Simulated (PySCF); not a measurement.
# Structure from NMR data

Molecular formula: C$_{5}$H$_{11}$FN$_{2}$Si$_{2}$. Simulated spectra:

1H NMR (500 MHz, computed): δ 6.23 (m, 1H), 5.46 (sept, 1H), 4.53 (s, 3H), 0.54 (d, 6H).

13C{1H} NMR (computed): δ 177.4 (C), 142.3 (C), 109.3 (CH), -0.8 (CH3, 2C).

PySCF calculation with geometry from GFN2-xTB and NMR shieldings at PBE0/pcSseg-1/GIAO; fast rotation and ring inversion assumed for equivalent nuclei, one computed conformer, in vacuum, non-relativistic.

δ = σ(ref) − σ, references computed at the same level: 1H, 13C against TMS.

Propose a structure and justify it.

## Answers


1. Rings plus π bonds: 3 (1 ring in the answer).
2. 4 carbon signals for 5 carbons: some carbons are equivalent by symmetry or fast rotation.
3. Carbon types of the structure: 2 × C, 1 × CH, 2 × CH3, leaving 4 H on heteroatoms.
4. δC 177.4: aromatic carbon bearing fluorine; an ipso carbon deshielded by its heteroatom.
5. δC 142.3: substituted aromatic carbon next to a ring nitrogen.
6. δC 109.3: aromatic CH.
7. δC -0.8: methyl carbon bonded to Si; an electropositive neighbour leaves it electron-rich and shielded.
8. δH 6.23: hydrogen on an aromatic CH; it sits in the deshielding region of the aromatic ring current.
9. δH 4.53: hydrogen on a silicon bonded to C.
10. δH 0.54: hydrogen on a methyl carbon bonded to Si; an electropositive neighbour shields it, as in TMS itself.

The compound is SMILES C[SiH](C)n1nc(F)cc1[SiH3].

The data come from this structure; uniqueness wasn't tested.

Splittings by 19F in the carbon and heteronuclear signals aren't shown, as no couplings were computed. Shifts are as computed. Against solution values, carbons near 30 ppm lie about +3 ppm off and those near 130 ppm about +5 ppm. Of 1211 compounds with measured shifts, 218 miss one by over three times the rms of a fit or turn the order of signals round; such compounds aren't used in these exercises. Multiplicities follow the n + 1 count of equivalent neighbours, as no J values were calculated; m marks all less simple cases, F and P coupling included.
